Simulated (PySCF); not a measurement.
The dipole of `O=[P@@H]1C=C([SiH3])CC1` from its density and from atomic charges.

Coordinates (GFN2-xTB, Å) and charges (e) from the PBE0/pcSseg-1 density (PySCF):

```json
{"atom": "O1", "x": "-2.928", "y": "-1.441", "z": "-0.693", "Mulliken": "-0.5983", "IAO": "-0.9095", "Hirshfeld": "-0.4091", "ESP-fitted": "-0.6529"}
{"atom": "P2", "x": "-1.959", "y": "-0.345", "z": "-0.609", "Mulliken": "+0.9289", "IAO": "+1.4098", "Hirshfeld": "+0.4015", "ESP-fitted": "+0.9028"}
{"atom": "C3", "x": "-0.249", "y": "-0.626", "z": "-1.107", "Mulliken": "-0.3604", "IAO": "-0.4359", "Hirshfeld": "-0.1011", "ESP-fitted": "-0.4122"}
{"atom": "C4", "x": "0.614", "y": "-0.078", "z": "-0.251", "Mulliken": "-0.4052", "IAO": "-0.2259", "Hirshfeld": "-0.0667", "ESP-fitted": "-0.0595"}
{"atom": "Si5", "x": "2.493", "y": "-0.178", "z": "-0.394", "Mulliken": "+0.5719", "IAO": "+0.6010", "Hirshfeld": "+0.3195", "ESP-fitted": "+0.2980"}
{"atom": "C6", "x": "-0.005", "y": "0.690", "z": "0.890", "Mulliken": "-0.1725", "IAO": "-0.2642", "Hirshfeld": "-0.0680", "ESP-fitted": "+0.0711"}
{"atom": "C7", "x": "-1.459", "y": "0.247", "z": "1.053", "Mulliken": "-0.4848", "IAO": "-0.5267", "Hirshfeld": "-0.1110", "ESP-fitted": "-0.3990"}
{"atom": "H8", "x": "-2.365", "y": "0.805", "z": "-1.293", "Mulliken": "+0.0217", "IAO": "-0.1075", "Hirshfeld": "-0.0106", "ESP-fitted": "-0.0753"}
{"atom": "H9", "x": "0.025", "y": "-1.200", "z": "-1.976", "Mulliken": "+0.1165", "IAO": "+0.1673", "Hirshfeld": "+0.0562", "ESP-fitted": "+0.1962"}
{"atom": "H10", "x": "3.018", "y": "1.190", "z": "-0.422", "Mulliken": "-0.0806", "IAO": "-0.1148", "Hirshfeld": "-0.0728", "ESP-fitted": "-0.0816"}
{"atom": "H11", "x": "2.840", "y": "-0.894", "z": "-1.618", "Mulliken": "-0.0878", "IAO": "-0.1086", "Hirshfeld": "-0.0678", "ESP-fitted": "-0.0606"}
{"atom": "H12", "x": "2.997", "y": "-0.872", "z": "0.792", "Mulliken": "-0.0756", "IAO": "-0.1124", "Hirshfeld": "-0.0709", "ESP-fitted": "-0.0641"}
{"atom": "H13", "x": "0.043", "y": "1.755", "z": "0.645", "Mulliken": "+0.1520", "IAO": "+0.1534", "Hirshfeld": "+0.0473", "ESP-fitted": "+0.0371"}
{"atom": "H14", "x": "0.566", "y": "0.545", "z": "1.810", "Mulliken": "+0.1434", "IAO": "+0.1461", "Hirshfeld": "+0.0463", "ESP-fitted": "+0.0390"}
{"atom": "H15", "x": "-2.105", "y": "1.031", "z": "1.444", "Mulliken": "+0.1577", "IAO": "+0.1601", "Hirshfeld": "+0.0522", "ESP-fitted": "+0.1111"}
{"atom": "H16", "x": "-1.535", "y": "-0.621", "z": "1.716", "Mulliken": "+0.1732", "IAO": "+0.1678", "Hirshfeld": "+0.0550", "ESP-fitted": "+0.1497"}
```

Problem. Form Σ q r in debye for every column and set it beside the full dipole.

Solution. The full density gives (3.20, 2.93, 0.95) D, 4.44 D in size; dipole vectors point from the negative to the positive end.

```
    scheme    μx    μy    μz  size (D)  share of the full size (%)  angle to the full dipole (°)
  Mulliken  3.02  3.77  0.97      4.92                         111                             9
       IAO  4.32  4.21  0.53      6.05                         136                             7
 Hirshfeld  2.83  2.29  0.65      3.70                          83                             4
ESP-fitted  3.20  2.95  0.98      4.46                         100                             0
```

Problem. Which set comes closest?

Solution. Length of the difference vector: ESP-fitted 0.04 D, Hirshfeld 0.80 D, Mulliken 0.86 D, IAO 1.75 D. Closest: ESP-fitted. ESP charges are fitted to the potential around the molecule, whose slowest-falling term is the dipole's. 

Problem. What is left for the Hirshfeld atoms' own dipoles?

Solution. The Hirshfeld atoms' densities add up to the full density, so μ = Σ q r + Σ (atomic dipoles). The atomic dipoles sum to (3.20, 2.93, 0.95) − (2.83, 2.29, 0.65) = (0.37, 0.64, 0.30) D, 0.80 D in size.

Problem. With the origin at the mean of the coordinates, (0.000, 0.001, -0.001) Å, which are the largest single terms, by size, of the Mulliken dipole along the direction of the full one?

Solution. O1 +9.22, P2 -7.89, Si5 +4.38, C7 +1.54, C3 +1.43 D; all 16 atoms together +4.87 D. The single terms depend on the origin, their sum doesn't.

Problem. Give the size of the full dipole in other units.

Solution. 4.44 D = 1.746 au = 0.924 e·Å = 14.80 × 10⁻³⁰ C·m.

The structure is a single GFN2-xTB conformer in the gas phase; no vibrational or solvent corrections.

These values come from a run that also computed NMR shieldings. The run took 23 s of wall time on one thread, Arm Neoverse V1 (aarch64), no GPU, shared host, and the process peaked at 0.81 GiB of memory.
